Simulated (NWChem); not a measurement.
System: C$_{4}$H$_{6}$Si; SMILES [SiH2](C=C)C#C

Output (shortened):

```
             Northwest Computational Chemistry Package (NWChem) 7.3.0
             --------------------------------------------------------

 C1  symmetry detected

                             Geometry "geometry" -> ""
                             -------------------------

 Output coordinates in angstroms (scale by  1.889725989 to convert to a.u.)

  No.       Tag          Charge          X              Y              Z
 ---- ---------------- ---------- -------------- -------------- --------------
    1 C                    6.0000     0.70577764     2.69345229     0.07458378
    2 C                    6.0000     0.10701549     1.63415222     0.04435610
    3 Si                  14.0000    -0.78285406     0.02498720    -0.00971146
    4 C                    6.0000     0.38522419    -1.36081576    -0.46186942
    5 C                    6.0000     0.58627359    -2.43149072     0.31465490
    6 H                    1.0000     1.23357246     3.63047125     0.10272942
    7 H                    1.0000    -1.37695327    -0.25542650     1.33102337
    8 H                    1.0000    -1.87780871     0.15158149    -1.01875736
    9 H                    1.0000     0.92787946    -1.29723694    -1.41435624
   10 H                    1.0000     0.07856384    -2.55210606     1.27862935
   11 H                    1.0000     1.26895769    -3.23889223     0.02633976

 Effective nuclear repulsion energy (a.u.)     179.5441707470

                                 NWChem DFT Module
                                 -----------------

 Summary of "ao basis" -> "ao basis" (spherical)
 ------------------------------------------------------------------------------
       Tag                 Description            Shells   Functions and Types
 ---------------- ------------------------------  ------  ---------------------
 C                          def2-svp                 6       14   3s2p1d
 Si                         def2-svp                 8       18   4s3p1d
 H                          def2-svp                 3        5   2s1p

            General Information
            -------------------
          SCF calculation type: DFT
          Wavefunction type:  closed shell.
          No. of atoms     :    11
          No. of electrons :    44
           Alpha electrons :    22
            Beta electrons :    22
          Charge           :     0
          Spin multiplicity:     1
          Use of symmetry is: off; symmetry adaption is: off
          Maximum number of iterations: 150
          AO basis - number of functions:   104
                     number of shells:    50
          Convergence on energy requested:  1.00D-06
          Convergence on density requested:  1.00D-05
          Convergence on gradient requested:  5.00D-04

              XC Information
              --------------
                    Becke 1988 Exchange Functional  1.000
              Lee-Yang-Parr Correlation Functional  1.000

             Grid Information
             ----------------
          Grid used for XC integration:  medium
          Radial quadrature: Mura-Knowles
          Angular quadrature: Lebedev.
          Tag              B.-S. Rad. Rad. Pts. Rad. Cut. Ang. Pts.
          ---              ---------- --------- --------- ---------
          C                   0.70       49          14.0       434
          Si                  1.10       88          11.0       590
          H                   0.35       45          15.0       434
          Grid pruning is: on
          Number of quadrature shells:   554
          Spatial weights used:  Erf1

      Superposition of Atomic Density Guess
      -------------------------------------

 Sum of atomic energies:        -442.23346051

      Non-variational initial energy
      ------------------------------

 Total energy =    -444.752257
 1-e energy   =    -960.962381
 2-e energy   =     336.665953
 HOMO         =      -0.337902
 LUMO         =      -0.021848

     ---------------------------------------------
      Total Density - Mulliken Population Analysis
     ---------------------------------------------

    Atom       Charge   Shell Charges
 -----------   ------   -------------------------------------------------------
    1 C    6     6.20   1.99  0.98  0.57  1.88  0.75  0.03
    2 C    6     6.22   1.99  1.01  0.31  1.96  0.92  0.03
    3 Si  14    13.37   2.00  1.99  0.99  0.24  5.94  1.11  0.93  0.17
    4 C    6     6.40   1.99  0.99  0.32  1.99  1.08  0.03
    5 C    6     6.12   1.99  0.97  0.27  1.92  0.94  0.03
    6 H    1     0.88   0.63  0.22  0.03
    7 H    1     1.07   0.69  0.36  0.01
    8 H    1     1.06   0.69  0.36  0.01
    9 H    1     0.88   0.66  0.20  0.02
   10 H    1     0.90   0.67  0.21  0.02
   11 H    1     0.90   0.67  0.20  0.02

   convergence    iter        energy       DeltaE   RMS-Dens  Diis-err
 ---------------- ----- ----------------- --------- --------- ---------
 d= 0,ls=0.0,diis     1   -445.0971128688 -6.25D+02  9.37D-03  4.48D-01
 d= 0,ls=0.0,diis     2   -445.1331501038 -3.60D-02  5.45D-03  1.16D-01
 d= 0,ls=0.0,diis     3   -445.1122009648  2.09D-02  3.25D-03  2.87D-01
 d= 0,ls=0.0,diis     4   -445.1472002066 -3.50D-02  1.11D-03  2.02D-02
 d= 0,ls=0.0,diis     5   -445.1500696643 -2.87D-03  2.69D-04  7.88D-04
  Resetting Diis
 d= 0,ls=0.0,diis     6   -445.1501549904 -8.53D-05  1.14D-04  2.62D-04
 d= 0,ls=0.0,diis     7   -445.1501922388 -3.72D-05  6.68D-05  1.14D-05
 d= 0,ls=0.0,diis     8   -445.1501863109  5.93D-06  4.72D-05  5.33D-05
 d= 0,ls=0.0,diis     9   -445.1501936469 -7.34D-06  1.11D-05  1.88D-06
 d= 0,ls=0.0,diis    10   -445.1501939448 -2.98D-07  1.67D-06  2.95D-08

         Total DFT energy =     -445.150193944802
      One electron energy =     -965.479803013976
           Coulomb energy =      385.407207398853
    Exchange-Corr. energy =      -44.621769076665
 Nuclear repulsion energy =      179.544170746986

 Numeric. integr. density =       44.000032728448

                       DFT Final Molecular Orbital Analysis
                       ------------------------------------

 Vector   20  Occ=2.000000D+00  E=-2.486312D-01
              MO Center=  3.1D-01, -6.5D-01, -5.4D-02, r^2= 4.9D+00
   Bfn.  Coefficient  Atom+Function         Bfn.  Coefficient  Atom+Function
  ----- ------------  ---------------      ----- ------------  ---------------
    50      0.310696   4 C  px               64      0.224666   5 C  px
    65      0.187687   5 C  py                6     -0.183958   1 C  pz
    53      0.183326   4 C  px               20     -0.181944   2 C  pz
    67      0.156772   5 C  px               66      0.151298   5 C  pz
    18      0.138302   2 C  px               52      0.123275   4 C  pz

 Vector   21  Occ=2.000000D+00  E=-2.416071D-01
              MO Center=  1.6D-01,  1.8D+00, -4.0D-03, r^2= 3.0D+00
   Bfn.  Coefficient  Atom+Function         Bfn.  Coefficient  Atom+Function
  ----- ------------  ---------------      ----- ------------  ---------------
     6      0.338031   1 C  pz               20      0.320375   2 C  pz
     9      0.201774   1 C  pz                4      0.190409   1 C  px
    18      0.186985   2 C  px               23      0.172179   2 C  pz
    85      0.172395   8 H  s                86      0.145123   8 H  s
     5     -0.121555   1 C  py                7      0.113831   1 C  px

 Vector   22  Occ=2.000000D+00  E=-2.403453D-01
              MO Center=  4.0D-01,  7.6D-01,  4.4D-02, r^2= 5.1D+00
   Bfn.  Coefficient  Atom+Function         Bfn.  Coefficient  Atom+Function
  ----- ------------  ---------------      ----- ------------  ---------------
     4      0.285494   1 C  px               18      0.241886   2 C  px
    64     -0.197410   5 C  px               51     -0.194651   4 C  py
    19     -0.176330   2 C  py                7      0.164413   1 C  px
     6     -0.160887   1 C  pz               20     -0.151260   2 C  pz
     5     -0.140419   1 C  py               52     -0.136657   4 C  pz

 Vector   23  Occ=0.000000D+00  E=-4.775409D-02
              MO Center=  3.3D-01, -1.3D+00, -3.3D-02, r^2= 4.1D+00
   Bfn.  Coefficient  Atom+Function         Bfn.  Coefficient  Atom+Function
  ----- ------------  ---------------      ----- ------------  ---------------
    67      0.393657   5 C  px               53     -0.348148   4 C  px
    64      0.322547   5 C  px               50     -0.281632   4 C  px
    69      0.263904   5 C  pz               86     -0.260723   8 H  s
    68      0.243647   5 C  py               54     -0.226299   4 C  py
    55     -0.206220   4 C  pz               66      0.201710   5 C  pz

 Vector   24  Occ=0.000000D+00  E=-2.119000D-02
              MO Center=  4.3D-02,  1.5D+00,  5.4D-02, r^2= 3.9D+00
   Bfn.  Coefficient  Atom+Function         Bfn.  Coefficient  Atom+Function
  ----- ------------  ---------------      ----- ------------  ---------------
    49      0.537609   4 C  s                41      0.507685   3 Si pz
    81     -0.491953   7 H  s                 9     -0.467568   1 C  pz
    23      0.372300   2 C  pz                6     -0.356804   1 C  pz
    20      0.280808   2 C  pz               40      0.227889   3 Si py
     7      0.203773   1 C  px               39     -0.200064   3 Si px

 Vector   25  Occ=0.000000D+00  E=-1.365663D-02
              MO Center=  7.4D-02,  1.2D+00,  2.9D-02, r^2= 4.6D+00
   Bfn.  Coefficient  Atom+Function         Bfn.  Coefficient  Atom+Function
  ----- ------------  ---------------      ----- ------------  ---------------
    40      0.499293   3 Si py                7      0.377810   1 C  px
    49      0.379682   4 C  s                86     -0.352944   8 H  s
    39     -0.316926   3 Si px                9      0.280350   1 C  pz
     4      0.271936   1 C  px               54      0.270917   4 C  py
    22      0.252668   2 C  py               23     -0.243143   2 C  pz

[...]
```

Level: BLYP/def2-SVP. Coordinates come from a PBE0/def2-SVP optimisation.

Problem. Reconstruct the input file.

Solution. One answer among several that fit: the input that was run:
```
start job
memory heap 200 mb stack 900 mb global 1100 mb
geometry units angstroms noautoz
  C      0.717493     2.695664     0.100178
  C      0.119619     1.636732     0.047679
  Si    -0.768678     0.028160    -0.039658
  C      0.411488    -1.355770    -0.465392
  C      0.590201    -2.430371     0.311171
  H      1.244463     3.632351     0.147971
  H     -1.400651    -0.258731     1.282257
  H     -1.834524     0.160156    -1.078732
  H      0.980974    -1.287629    -1.401763
  H      0.055309    -2.555617     1.259732
  H      1.280633    -3.236558     0.038322
end
basis spherical
  * library def2-svp
end
dft
  xc becke88 lyp
  iterations 150
  mulliken
end
task dft energy
```
